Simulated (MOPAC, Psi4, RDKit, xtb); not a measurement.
Two geometries of C2H5BO4, SMILES O=C(O)CB(O)O, singlet, relaxed at B3LYP-D3(BJ)/def2-SVP with one dihedral held; other torsions can differ between them too.

Structure A

```
12

O      0.9652    -0.5525     1.8547
C      1.0888    -0.6874     0.6505
O      2.2236    -1.1581     0.1164
C      0.0258    -0.3733    -0.3628
B     -1.0591     0.6901     0.1333
O     -1.8571     1.2544    -0.8146
O     -1.2091     1.0076     1.4406
H      2.8325    -1.3358     0.8551
H     -0.5162    -1.3189    -0.5591
H      0.4814    -0.0982    -1.3251
H     -2.4949     1.8652    -0.4204
H     -0.5469     0.5257     1.9767
```

Structure B

```
12

O     -1.7640    -1.3580     1.3587
C     -1.2438    -0.5339     0.6573
O     -1.8551     0.6336     0.3639
C      0.1450    -0.6992     0.0465
B      1.1415     0.4740     0.4229
O      0.6541     1.7493     0.2917
O      2.4213     0.3200     0.8513
H     -1.1822     1.3264     0.2236
H      0.5195    -1.6959     0.3162
H      0.0305    -0.6648    -1.0533
H      1.2831     2.4370     0.5500
H      2.6962    -0.5986     0.9539
```

### Question
Which is lower in energy at the level DF-MP2 (frozen core)/cc-pVTZ // B3LYP-D3(BJ)/def2-SVP in Psi4, and by how much?

### Answer
A is lower, by 8.27 kcal/mol (dihedral O1–C2–O3–H8: 0° in A, 150° in B).

E(B) − E(A) in kcal/mol at the other levels, on the same two geometries: PBE0/def2-TZVP // B3LYP-D3(BJ)/def2-SVP (Psi4) 8.15; PBE0-D3(BJ)/def2-TZVP // B3LYP-D3(BJ)/def2-SVP (Psi4) 8.04; PBE/def2-TZVP // B3LYP-D3(BJ)/def2-SVP (Psi4) 8.05; PBE-D3(BJ)/def2-TZVP // B3LYP-D3(BJ)/def2-SVP (Psi4) 7.92; HF/cc-pVTZ // B3LYP-D3(BJ)/def2-SVP (Psi4) 8.40; UFF // B3LYP-D3(BJ)/def2-SVP (RDKit) -1.49; PM7, restricted, heats of formation // B3LYP-D3(BJ)/def2-SVP (MOPAC) 7.34; PM6, restricted, heats of formation // B3LYP-D3(BJ)/def2-SVP (MOPAC) 6.46; GFN1-xTB // B3LYP-D3(BJ)/def2-SVP (xtb) 7.55.
